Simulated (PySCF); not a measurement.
Excitations are Tamm–Dancoff values on a coarser integration grid. The basis has no diffuse functions, so Rydberg states are missing or too high.

Cartesian coordinates (Å):
```xyz
10

Ga     0.0019     0.0136     0.0066
Cl    -1.7586     0.4036    -1.2026
Cl    -0.2677    -1.2151     1.7761
Cl     1.8982    -0.1589    -1.0366
C      0.5581     4.2281     2.0178
C      0.3868     2.9305     1.3987
N      0.2493     1.8876     0.9009
H     -0.4259     4.6258     2.3369
H      1.0164     4.9324     1.2953
H      1.2172     4.1383     2.9041
```
Charge 0, multiplicity 1.

**Question.** Give the dipole moment, HOMO–LUMO gap and S1 excitation (TDA) at the level PBE-D3(BJ)/def2-TZVP // PBE-D3(BJ)/def2-SVP (PySCF).

**Answer.** 
| Property | Result |
|---|---|
| dipole moment | 9.36 D |
| HOMO–LUMO gap | 4.42 eV |
| S1 excitation (TDA) | 4.43 eV |
